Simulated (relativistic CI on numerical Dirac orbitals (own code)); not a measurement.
A reference radial Dirac CI calculation of As⁶⁺ gave the lowest total energy -2247.32177 Ha in 23 SCF steps, from this input:

```
atom As  Z=33  charge=6  electrons=27
nucleus A=75  rms_radius_fm=4.0968
hamiltonian dirac-coulomb  breit=on  qed=on  c_scale=1
orbitals kli  potential=per-configuration
slater_scale 1
correlation none
mixing on
grid step=0.0125 r_max=21.3
scf mixing=0.4 start=green max_iterations=150 tolerance=2e-08 node_fill=0.05
configurations
  [Ar] 3d9
  [Ar] 3d8 4s
end
```

One setting was then changed, and the output read:

```
SCF 1: [Ar] 3d9
 iter      energy (Ha)   residual   last orbital (Ha)
    1     -2217.889788   3.10e+00    -13.22582
    2     -2243.978961   1.31e+00     -8.35447
error: SCF of 1s2 2s2 2p6 3s2 3p6 3d9 did not converge
end: not converged
```

(1) Which setting was changed?
A. nuclear radius
B. QED terms
C. configuration list
D. iteration limit

## Answers

(1) D. The iteration limit 2. This setting is bad on purpose; its numbers may not be properties of the ion.
